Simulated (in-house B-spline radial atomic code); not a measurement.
The beryllium ion Be²⁺ is squeezed into an impenetrable sphere of radius R (the orbitals vanish at R). No spin polarisation. Method: non-relativistic LDA VWN5, spherical fractional occupations, point nucleus. Calculated with a B-spline radial code for spherical atoms.

Energies in eV above the free ion in 1s2:

| R (bohr) | highest level (eV) | 1s2 | -dE/dV in 1s2 (GPa) |
| --- | --- | --- | --- |
| 9.25 | -131 | 0 | 2.01e-13 |
| 5.93 | -131 | 0 | 2.38e-10 |
| 5.35 | -131 | 0 | 8.06e-09 |
| 4.23 | -131 | 0 | 9.4e-06 |
| 3.35 | -131 | 5.685e-05 | 0.00253 |
| 3.07 | -131 | 0.0002867 | 0.0151 |
| 2.77 | -131 | 0.0016 | 0.102 |
| 2.02 | -131 | 0.1072 | 12.4 |
| 1.98 | -131 | 0.1335 | 16 |
| 1.44 | -128 | 2.406 | 523 |
